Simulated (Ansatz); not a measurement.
Gas-phase electronic energies from Ansatz, PBE0-D4/def2-TZVP geometries. CCSD(T)/CBS is the MP2 limit (def2-TZVPP, def2-QZVPP) plus CCSD(T) − MP2 in def2-TZVPP, frozen cores. This one scheme is used for every species. DFT in def2-TZVPP. B3LYP here is the variant with VWN-RPA as its local correlation; programs differ in this. HSE06 is defined as in plane-wave codes. def2 core potentials past Kr. For Sn outer-core shells are correlated without core-valence functions, which leaves a few kJ/mol of doubt a bond. One conformer a species, not always the lowest.

Consider the ligand exchange at the Sn–O bond: `[NH2][Sn][O][SiH3]` + NH₃ → `[NH2][Sn][NH2]` + `O[SiH3]`.

```json
{"level": "LDA (SPW92)", "ΔE (kcal/mol)": "11.6", "difference from CCSD(T)/CBS": "-2.6"}
{"level": "PBE-D4", "ΔE (kcal/mol)": "13.4", "difference from CCSD(T)/CBS": "-0.8"}
{"level": "revPBE-D4", "ΔE (kcal/mol)": "13.7", "difference from CCSD(T)/CBS": "-0.5"}
{"level": "BLYP-D4", "ΔE (kcal/mol)": "14.9", "difference from CCSD(T)/CBS": "0.7"}
{"level": "B97M-V", "ΔE (kcal/mol)": "15.8", "difference from CCSD(T)/CBS": "1.6"}
{"level": "PBE0-D4", "ΔE (kcal/mol)": "13.2", "difference from CCSD(T)/CBS": "-1.0"}
{"level": "r2SCANh-D4", "ΔE (kcal/mol)": "13.6", "difference from CCSD(T)/CBS": "-0.6"}
{"level": "r2SCAN0-D4", "ΔE (kcal/mol)": "13.4", "difference from CCSD(T)/CBS": "-0.8"}
{"level": "HSE06-D4", "ΔE (kcal/mol)": "13.2", "difference from CCSD(T)/CBS": "-1.0"}
{"level": "BHLYP-D4", "ΔE (kcal/mol)": "15.1", "difference from CCSD(T)/CBS": "0.9"}
{"level": "CAM-B3LYP-D4", "ΔE (kcal/mol)": "14.1", "difference from CCSD(T)/CBS": "-0.1"}
{"level": "ωB97X-V", "ΔE (kcal/mol)": "13.6", "difference from CCSD(T)/CBS": "-0.6"}
{"level": "ωB97M-V", "ΔE (kcal/mol)": "13.4", "difference from CCSD(T)/CBS": "-0.8"}
{"level": "B2PLYP", "ΔE (kcal/mol)": "13.7", "difference from CCSD(T)/CBS": "-0.5"}
{"level": "PBE-QIDH", "ΔE (kcal/mol)": "13.0", "difference from CCSD(T)/CBS": "-1.2"}
{"level": "PBE", "ΔE (kcal/mol)": "12.5", "difference from CCSD(T)/CBS": "-1.7"}
{"level": "revPBE", "ΔE (kcal/mol)": "12.4", "difference from CCSD(T)/CBS": "-1.8"}
{"level": "BLYP", "ΔE (kcal/mol)": "13.2", "difference from CCSD(T)/CBS": "-1.0"}
{"level": "PBE0", "ΔE (kcal/mol)": "12.4", "difference from CCSD(T)/CBS": "-1.8"}
{"level": "B3LYP", "ΔE (kcal/mol)": "13.2", "difference from CCSD(T)/CBS": "-1.0"}
{"level": "r2SCANh", "ΔE (kcal/mol)": "13.3", "difference from CCSD(T)/CBS": "-0.9"}
{"level": "r2SCAN0", "ΔE (kcal/mol)": "13.1", "difference from CCSD(T)/CBS": "-1.1"}
{"level": "HSE06", "ΔE (kcal/mol)": "12.4", "difference from CCSD(T)/CBS": "-1.8"}
{"level": "BHLYP", "ΔE (kcal/mol)": "13.4", "difference from CCSD(T)/CBS": "-0.8"}
{"level": "CAM-B3LYP", "ΔE (kcal/mol)": "13.2", "difference from CCSD(T)/CBS": "-1.0"}
{"level": "LC-ωPBE", "ΔE (kcal/mol)": "12.3", "difference from CCSD(T)/CBS": "-1.9"}
{"level": "RPA@PBE/def2-TZVPP", "ΔE (kcal/mol)": "13.8", "difference from CCSD(T)/CBS": "-0.4"}
{"level": "HF/def2-SVP", "ΔE (kcal/mol)": "15.1", "difference from CCSD(T)/CBS": "0.9"}
{"level": "MP2/def2-SVP", "ΔE (kcal/mol)": "15.2", "difference from CCSD(T)/CBS": "1.0"}
{"level": "CCSD/def2-SVP", "ΔE (kcal/mol)": "15.3", "difference from CCSD(T)/CBS": "1.1"}
{"level": "CCSD(T)/def2-SVP", "ΔE (kcal/mol)": "15.5", "difference from CCSD(T)/CBS": "1.3"}
{"level": "MP2/def2-TZVPP", "ΔE (kcal/mol)": "13.6", "difference from CCSD(T)/CBS": "-0.6"}
{"level": "SCS-MP2/def2-TZVPP", "ΔE (kcal/mol)": "13.9", "difference from CCSD(T)/CBS": "-0.3"}
{"level": "CCSD(T)/def2-TZVPP", "ΔE (kcal/mol)": "13.7", "difference from CCSD(T)/CBS": "-0.5"}
{"level": "HF/def2-QZVPP", "ΔE (kcal/mol)": "13.9", "difference from CCSD(T)/CBS": "-0.3"}
{"level": "MP2/def2-QZVPP", "ΔE (kcal/mol)": "14.0", "difference from CCSD(T)/CBS": "-0.2"}
{"level": "SCS-MP2/def2-QZVPP", "ΔE (kcal/mol)": "14.2", "difference from CCSD(T)/CBS": "0.0"}
{"level": "HF/CBS(def2)", "ΔE (kcal/mol)": "14.0", "difference from CCSD(T)/CBS": "-0.2"}
{"level": "MP2/CBS(def2)", "ΔE (kcal/mol)": "14.1", "difference from CCSD(T)/CBS": "-0.1"}
{"level": "CCSD/CBS(def2)", "ΔE (kcal/mol)": "14.0", "difference from CCSD(T)/CBS": "-0.2"}
{"level": "CCSD(T)/CBS", "ΔE (kcal/mol)": "14.2", "difference from CCSD(T)/CBS": "0"}
```

Largest T1 diagnostic among the species: 0.016.

Leaving LDA and LC-ωPBE aside and taking each functional with its dispersion term where it has one, the values spread over 2.9 kcal/mol, from PBE-QIDH to B97M-V. LDA lies −0.9 kcal/mol from PBE without D4. The D4 term adds +1.5 kcal/mol with B3LYP and +0.9 kcal/mol with PBE0; it sums over pairs of atoms, weighted by their polarisabilities, and B3LYP, whose exchange is more repulsive, gets the larger term.
